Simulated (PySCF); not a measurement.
Isomers of C7H11ClSi2.

All values: PBE0/pcSseg-1 (PySCF) at GFN2-xTB geometries, gas phase, one conformer each.

Question: Rank by the lowest Hirshfeld charge on any atom, highest value first.
A. `[CH3:1][C:2]#[C:3][Si@@H:4]([Cl:5])[SiH:6]1[CH2:7][CH:8]=[CH:9][CH2:10]1` with C3–Si4–Si6–C7 67°
B. `[Cl:1][SiH2:2][C@@H:3]1[SiH2:4][C@H:5]1[C:6]#[C:7][CH:8]1[CH2:9][CH2:10]1` with Cl1–Si2–C3–Si4 -84°
C. `[CH:1]#[C:2][SiH2:3]/[CH:4]=[CH:5]/[Si@H:6]([Cl:7])[CH2:8][CH:9]=[CH2:10]` with C2–Si3–C4–C5 1°, C4–C5–Si6–Cl7 -7°, C5–Si6–C8–C9 178°, Si6–C8–C9–C10 104°

Answer: C (-0.157 e), A (-0.195 e), B (-0.205 e).

Question: Rank by HOMO energy, highest first.
A. `[CH3:1][C:2]#[C:3][Si@@H:4]([Cl:5])[SiH:6]1[CH2:7][CH:8]=[CH:9][CH2:10]1` with C3–Si4–Si6–C7 67°
B. `[CH:1]#[C:2][SiH2:3]/[CH:4]=[CH:5]/[Si@H:6]([Cl:7])[CH2:8][CH:9]=[CH2:10]` with C2–Si3–C4–C5 1°, C4–C5–Si6–Cl7 -7°, C5–Si6–C8–C9 178°, Si6–C8–C9–C10 104°
C. `[CH2:1]=[CH:2][CH2:3][C:4]#[C:5][C@@H:6]1[SiH2:7][C@@H:8]1[SiH2:9][Cl:10]` with C1–C2–C3–C4 -124°, Si7–C8–Si9–Cl10 91°
D. `[Cl:1][SiH2:2][C@@H:3]1[SiH2:4][C@H:5]1[C:6]#[C:7][CH:8]1[CH2:9][CH2:10]1` with Cl1–Si2–C3–Si4 -84°
E. `[CH2:1]=[C:2]([CH3:3])[C:4]#[C:5][C@@H:6]1[SiH2:7][C@H:8]1[SiH2:9][Cl:10]` with Si7–C8–Si9–Cl10 -93°

Answer: E (-6.23 eV), D (-6.36 eV), C (-6.59 eV), A (-7.11 eV), B (-7.23 eV).

Question: Rank by LUMO energy, highest first.
A. `[CH:1]#[C:2][SiH2:3]/[CH:4]=[CH:5]\[Si@@H:6]([Cl:7])[CH2:8][CH:9]=[CH2:10]` with C2–Si3–C4–C5 57°, C4–C5–Si6–Cl7 152°, C5–Si6–C8–C9 -176°, Si6–C8–C9–C10 -100°
B. `[CH2:1]=[CH:2][CH2:3][C:4]#[C:5][C@@H:6]1[SiH2:7][C@@H:8]1[SiH2:9][Cl:10]` with C1–C2–C3–C4 -124°, Si7–C8–Si9–Cl10 91°
C. `[CH:1]#[C:2][SiH2:3]/[CH:4]=[CH:5]/[Si@H:6]([Cl:7])[CH2:8][CH:9]=[CH2:10]` with C2–Si3–C4–C5 1°, C4–C5–Si6–Cl7 -7°, C5–Si6–C8–C9 178°, Si6–C8–C9–C10 104°
D. `[CH2:1]=[C:2]([CH3:3])[C:4]#[C:5][C@@H:6]1[SiH2:7][C@H:8]1[SiH2:9][Cl:10]` with Si7–C8–Si9–Cl10 -93°

Answer: B (-0.30 eV), D (-0.76 eV), C (-1.03 eV), A (-1.37 eV).

All values together:

```csv
SMILES,μ (D),HOMO (eV),LUMO (eV),lowest IAO charge (e),highest IAO charge (e),lowest Hirshfeld charge (e),highest Hirshfeld charge (e)
Cl[SiH2][C@@H]1[SiH2][C@H]1C#CC1CC1,2.12,-6.36,-0.31,-0.648 (C),+0.817 (Si),-0.205 (C),+0.340 (Si)
CC#C[Si@@H](Cl)[SiH]1CC=CC1,2.55,-7.11,-0.72,-0.536 (C),+0.668 (Si),-0.195 (C),+0.283 (Si)
C#C[SiH2]/C=C\[Si@@H](Cl)CC=C,1.82,-7.15,-1.37,-0.544 (C),+0.933 (Si),-0.161 (C),+0.364 (Si)
C=C(C)C#C[C@@H]1[SiH2][C@H]1[SiH2]Cl,1.88,-6.23,-0.76,-0.646 (C),+0.819 (Si),-0.204 (C),+0.341 (Si)
C=CCC#C[C@@H]1[SiH2][C@@H]1[SiH2]Cl,2.11,-6.59,-0.30,-0.647 (C),+0.817 (Si),-0.204 (C),+0.329 (Si)
C#C[SiH2]/C=C/[Si@H](Cl)CC=C,1.80,-7.23,-1.03,-0.548 (C),+0.945 (Si),-0.157 (C),+0.370 (Si)
```

Conformers: `[Cl:1][SiH2:2][C@@H:3]1[SiH2:4][C@H:5]1[C:6]#[C:7][CH:8]1[CH2:9][CH2:10]1` with Cl1–Si2–C3–Si4 -84°; `[CH3:1][C:2]#[C:3][Si@@H:4]([Cl:5])[SiH:6]1[CH2:7][CH:8]=[CH:9][CH2:10]1` with C3–Si4–Si6–C7 67°; `[CH:1]#[C:2][SiH2:3]/[CH:4]=[CH:5]\[Si@@H:6]([Cl:7])[CH2:8][CH:9]=[CH2:10]` with C2–Si3–C4–C5 57°, C4–C5–Si6–Cl7 152°, C5–Si6–C8–C9 -176°, Si6–C8–C9–C10 -100°; `[CH2:1]=[C:2]([CH3:3])[C:4]#[C:5][C@@H:6]1[SiH2:7][C@H:8]1[SiH2:9][Cl:10]` with Si7–C8–Si9–Cl10 -93°; `[CH2:1]=[CH:2][CH2:3][C:4]#[C:5][C@@H:6]1[SiH2:7][C@@H:8]1[SiH2:9][Cl:10]` with C1–C2–C3–C4 -124°, Si7–C8–Si9–Cl10 91°; `[CH:1]#[C:2][SiH2:3]/[CH:4]=[CH:5]/[Si@H:6]([Cl:7])[CH2:8][CH:9]=[CH2:10]` with C2–Si3–C4–C5 1°, C4–C5–Si6–Cl7 -7°, C5–Si6–C8–C9 178°, Si6–C8–C9–C10 104°.
